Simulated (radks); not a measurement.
All-electron atom: Tc I in [Kr] 4d6.25 5s0.75 (fractional occupations, a model configuration). Calculated with a radial shooting solver on a logarithmic mesh with Libxc functionals: scalar-relativistic Kohn-Sham, PBE, spin-unpolarised, spherical densities, finite nucleus; Fermi nuclear charge, rms radius 4.4112 fm.

Unscreened Slater integrals over Kohn-Sham orbitals (hartree).

integral,value
"F0(5s,5s)",0.25635
"F0(5s,4d)",0.31156
"G2(5s,4d)",0.068115
"F0(5s,4p)",0.32997
"G1(5s,4p)",0.018004
"F0(5s,4s)",0.33262
"G0(5s,4s)",0.011307
"F0(4d,4d)",0.49535
"F2(4d,4d)",0.23637
"F4(4d,4d)",0.15104
"F0(4d,4p)",0.59313
"F2(4d,4p)",0.27415
"G1(4d,4p)",0.33484
"G3(4d,4p)",0.20209
"F0(4d,4s)",0.61181
"G2(4d,4s)",0.23508
"F0(4p,4p)",0.76250
"F2(4p,4p)",0.39952
"F0(4p,4s)",0.80115
"G1(4p,4s)",0.54191
"F0(4s,4s)",0.84693

Derived for the open shells (J is the average intra-shell exchange parameter used in DFT+U). 4d: Racah B = F2/49 - 5 F4/441 = 0.003111 hartree, C = 35 F4/441 = 0.01199 hartree, C/B = 3.85, F4/F2 = 0.639, J = (F2 + F4)/14 = 0.02767 hartree.
